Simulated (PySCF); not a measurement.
# Static response to an electric field

Isothiocyanate diacetylene, C5HNS.
Geometry (GFN2-xTB, Å), atoms numbered from 1 in this order:
```xyz
8
C5HNS angstrom
C      3.1016    0.2485    0.7175
C      1.9349    0.2816    0.4093
C      0.6346    0.3131    0.0550
C     -0.5545    0.3737   -0.2002
N     -1.7733    0.3812   -0.5791
C     -2.9567    0.5472   -0.6010
S     -4.4917    0.6783   -0.8126
H      4.1142    0.2207    0.9865
```

Level: CAM-B3LYP/def2-SVPD (PySCF), static field, nuclei fixed, core orbitals frozen in the response. The polarisability tensor in these axes (au):

```
x   244.68 -11.93  37.24
y   -11.93  50.83  -2.08
z    37.24  -2.08  57.58
```

Problem. Give the principal values, the mean and the anisotropy Δα = √{½[(α1 − α2)² + (α2 − α3)² + (α1 − α3)²]}.

Solution. Principal values 50.01, 50.53 and 252.54 au; mean 117.70 au = 17.44 Å³ = 19.41 × 10⁻⁴⁰ C²·m²/J; Δα = 202.27 au (172 % of the mean).

Problem. What is the dipole moment, and where does it point?

Solution. (0.83, -0.01, 0.26) D, 0.87 D in size, pointing from the negative to the positive side. Measured along this direction, the outermost atoms are S7 at the negative end and H8 at the positive end.

Problem. Rayleigh depolarisation ratio (linearly polarised light, static tensor)?

Solution. ρ = 3Δα²/(45ᾱ² + 4Δα²) = 122744.3/(623346 + 163659.1) = 0.156.

Problem. Find the Langevin capture rate constant for NH4+ (18.034 u) meeting this molecule (106.983 u), k = 2.342 × 10⁻⁹ cm³/s × √(α in Å³ / reduced mass in u).

Solution. The reduced mass is 15.43 u, so k = 2.49 × 10⁻⁹ cm³/s. The formula leaves out the permanent dipole, which adds to the capture rate.

Problem. What would n − 1 = 2πNα be for an ideal gas of these molecules at 273.15 K and 1 atm, electronic part alone?

Solution. N = p/kT = 2.6868 × 10¹⁹ cm⁻³, so n − 1 = 2π × N × 17.44 × 10⁻²⁴ cm³ = 2944 × 10⁻⁶ at long wavelengths.

Problem. Give the eigenvalues of the traceless quadrupole moment Θ = ½Σq(3rr − r²1), origin at the centre of nuclear charge.

Solution. -4.92, -4.88, 9.79 D·Å. The values depend on the origin, since the dipole doesn't vanish. The electronic extent ⟨r²⟩ about the same centre is 1646 bohr², a root-mean-square distance of 2.92 Å for the 54 electrons.

Problem. How large is μ²/3kT at 250 K beside α?

Solution. In Gaussian units μ²/3kT = 7.35 Å³ against 17.44 Å³, a ratio of 0.42; the Debye molar polarisation (4π/3)N_A(α + μ²/3kT) is 62.5 cm³/mol, leaving out the vibrational part.

Geometry: GFN2-xTB; no solvent, vibrations or thermal averaging.

The run behind these numbers computed excited states as well. On one thread of an Arm Neoverse V2, shared host, this took 12 s of wall time.
